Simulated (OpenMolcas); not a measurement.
**Ti, Zr, Hf: d2 s2 down the group**

```
Program             : OpenMolcas 26.06
Method              : XMS-CASPT2, IPEA 0.25 Eh, imaginary shift 0.1 Eh
Basis               : ANO-RCC-VTZP
Scalar Hamiltonian  : DKH2, point nucleus
Spin-orbit coupling : RASSI with atomic mean-field integrals over the reference wave functions, term energies averaged over their components
```

Active space for each ion: 2 electrons in 5 orbitals (d); closed shells correlated by CASPT2: Ti 3s 3p 4s; Zr 4s 4p 5s; Hf 5s 5p 6s.

Computed levels in cm-1 above 3F2:

```
                               Level     Ti     Zr     Hf
                                 3F3    180    611   2780
                                 3F4    414   1326   5270
                                 1D2   7620   4900   6550
                                 3P0  10370   6580   6950
                                 3P1  10440   6820   8520
                                 3P2  10560   7300  11010
                                 1G4  13560   9450  11950
                                 1S0  29270  19970  20860
weight of 3F in the lowest level (%)    100     99     90
```

Mixed levels, with the weight of the term that names them: Hf 1D2 (67 %).

Measured, with the error of the calculation in %. Measured levels: Ti, Zr, Hf from NIST Handbook of Basic Atomic Spectroscopic Data.

| Level | Ti | Zr | Hf |
| --- | --- | --- | --- |
| 3F3 | 170 (+6.1) | 570 (+7.1) | 2357 (+17.9) |
| 3F4 | 387 (+7.1) | 1241 (+6.8) | 4568 (+15.3) |
| 1D2 | 7255 (+5.0) |  | 5639 (+16.2) |
| 3P0 | 8437 (+23.0) | 4197 (+56.7) | 5522 (+25.9) |
| 3P1 | 8492 (+22.9) | 4376 (+55.8) | 6573 (+29.6) |
| 3P2 | 8602 (+22.8) |  | 8984 (+22.5) |
| 1G4 | 12118 (+11.9) | 8057 (+17.3) | 10533 (+13.5) |
| 1S0 |  | 13142 (+52.0) | 20328 (+2.6) |

The fine-structure level 3F4 changes by a factor of 12.7 from Ti to Hf.

Without spin-orbit coupling 1D lies 7380, 4160, 3490 cm-1 above 3F in that order; the difference to the level 1D2, of either sign, comes from spin-orbit coupling, which also lowers the zero.

CASPT2 does not keep the components of a term degenerate, so their means are used; among the terms shown or strongly mixed into the levels shown the widest spread is 1900 cm-1 (3d2 4s2 1G, Ti). With the s shell closed, the reference lacks s² → p², s² → d² and s → d mixing, so excited terms can stand far too high and out of order, with CASPT2 too. Some terms miss by over 15 % even with CASPT2, which points to a basis or an active space too small for the shells correlated. Some levels mix across a computed gap that differs much from the measured one, so their mixing is not that of the real levels (holds for Hf). Measured partners are found by configuration, term and J. A level has none where our copy of the source lacks it or the pairing is in doubt (some pairs that miss far off the trend of their configuration count as doubtful), and it then counts in no deviation. Only configurations of the active space appear.
